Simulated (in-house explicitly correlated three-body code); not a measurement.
Results of a calculation; reference values are marked as such.
Taking the two-electron ground state apart, Z = 1.3

A variational code in 260 exponentially correlated functions gives, for two electrons around a point charge Z = 1.3 (non-relativistic, fixed nucleus, atomic units): E = -1.0298967, <1/r> = 0.988297 per electron, <1/r12> = 0.50978. From its density, U = 1.164369 (Hartree energy) and T_s = 0.998035 (kinetic energy of the doubly filled orbital √(n/2)). Further, <r²> = 4.03114 per electron, <r12²> = 8.62004 and <p1·p2> = 0.0706064.

**Question.** Check the virial theorem, and compare with the screened hydrogenic estimate.

**Answer.** V = −2Z<1/r> + <1/r12> = -2.569572 + 0.50978 = -2.059792, and 2E = -2.059793, so T = −E = 1.029897. A product of 1s orbitals with exponent Z − 5/16 = 0.9875 gives −0.9875² = -0.97516, which is 54.7 millihartree too high.

**Question.** Find the exchange and correlation energies of density-functional theory.

**Answer.** For two electrons in one orbital E_x = −U/2 = -0.582184. The potential part of correlation is U_c = <1/r12> − U − E_x = -0.072404, the kinetic part T_c = T − T_s = 0.031862, and E_c = T_c + U_c = -0.040543 hartree. Restricted Hartree-Fock gives -0.989738, so the correlation energy of wave-function theory is -0.040159.

**Question.** What do the second moments say about angular correlation and diamagnetism?

**Answer.** From r12² = r1² + r2² − 2 r1·r2, <r1·r2> = <r²> − <r12²>/2 = -0.27888 bohr². It vanishes for a product of s orbitals, and its negative sign shows that the electrons favour opposite sides of the nucleus. The Langevin susceptibility is −0.79199e-6 × 2<r²> = -6.385e-6 cm³/mol.

**Question.** How does a model nuclear mass of 2.6 u change the ionisation energy, to first order in m/M (1 hartree = 27.211386 eV)?

**Answer.** m/M = 1/(2.6 × 1822.8885) = 2.10992e-04. With a fixed nucleus the second electron is bound by −Z²/2 − E = 0.184897 hartree = 5.0313 eV. The reduced mass scales this by 1 − m/M, a change of -1.062 meV. The mass-polarisation term raises the two-electron state by (m/M)<p1·p2> = 14.90 microhartree, a further -0.405 meV. The sum is 5.0298 eV, before relativistic and QED terms.
